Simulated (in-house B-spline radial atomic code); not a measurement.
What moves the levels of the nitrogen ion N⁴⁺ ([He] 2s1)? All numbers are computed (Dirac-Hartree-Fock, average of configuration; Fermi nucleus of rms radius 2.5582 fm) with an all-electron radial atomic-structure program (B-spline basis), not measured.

Baseline run (computed): total energy -48.3573 hartree, 1s1/2 at -19.16487 hartree, 2s1/2 at -97.777 eV with <r> = 1.052 bohr.

Scaling the speed of light c (a factor of 100 is close to the non-relativistic limit):

```json
{"c/c0": "0.9", "ΔE (hartree)": "-0.0071466", "2s1/2 level (eV)": "-97.7922", "2s1/2 <r> (bohr)": "1.052"}
{"c/c0": "0.98", "ΔE (hartree)": "-0.0012559", "2s1/2 level (eV)": "-97.7797", "2s1/2 <r> (bohr)": "1.052"}
{"c/c0": "1.02", "ΔE (hartree)": "0.0011827", "2s1/2 level (eV)": "-97.7745", "2s1/2 <r> (bohr)": "1.052"}
{"c/c0": "2", "ΔE (hartree)": "0.022822", "2s1/2 level (eV)": "-97.7283", "2s1/2 <r> (bohr)": "1.052"}
{"c/c0": "100", "ΔE (hartree)": "0.030417", "2s1/2 level (eV)": "-97.7121", "2s1/2 <r> (bohr)": "1.053"}
```

The nuclear charge is raised by 0.1. What does the Hellmann-Feynman theorem predict for the energy, and what is found?

dE/dZ ≈ -Σ<1/r>, which is -14.7442 at the start and -14.9701 at the end; their mean times 0.1 is -1.4857 hartree, and the two runs differ by -1.4857 hartree.
